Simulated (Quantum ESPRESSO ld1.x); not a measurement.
The dysprosium ion Dy+, configuration [Xe] 4f10 6s1. Calculated with ld1.x of Quantum ESPRESSO 7.5: Dirac Kohn-Sham, LDA (Slater exchange, Perdew-Zunger correlation), spin-unpolarised, spherical densities, point nucleus; open shells are shared between the two j in proportion to 2j + 1.

Unscreened Slater integrals over Kohn-Sham orbitals (hartree). Large and small components are both included.

integral            value
F0(6s1/2,6s1/2)   0.24545
F0(6s1/2,4f7/2)   0.31881
G3(6s1/2,4f7/2)  0.012966
F0(6s1/2,4f5/2)   0.31925
G3(6s1/2,4f5/2)  0.012419
F0(6s1/2,5p3/2)   0.30421
G1(6s1/2,5p3/2)  0.026373
F0(4f7/2,4f7/2)    1.0782
F2(4f7/2,4f7/2)   0.49437
F4(4f7/2,4f7/2)   0.30690
F6(4f7/2,4f7/2)   0.21990
F0(4f7/2,4f5/2)    1.0889
F2(4f7/2,4f5/2)   0.50007
F4(4f7/2,4f5/2)   0.31058
G2(4f7/2,4f5/2)   0.49889
G4(4f7/2,4f5/2)   0.30988
G6(4f7/2,4f5/2)   0.22209
F0(4f7/2,5p3/2)   0.68233
F2(4f7/2,5p3/2)   0.23276
G2(4f7/2,5p3/2)   0.12878
G4(4f7/2,5p3/2)  0.096900
F0(4f5/2,4f5/2)    1.0998
F2(4f5/2,4f5/2)   0.50598
F4(4f5/2,4f5/2)   0.31441
F0(4f5/2,5p3/2)   0.68542
F2(4f5/2,5p3/2)   0.23102
G2(4f5/2,5p3/2)   0.12539
G4(4f5/2,5p3/2)  0.094792
F0(5p3/2,5p3/2)   0.57123
F2(5p3/2,5p3/2)   0.30538
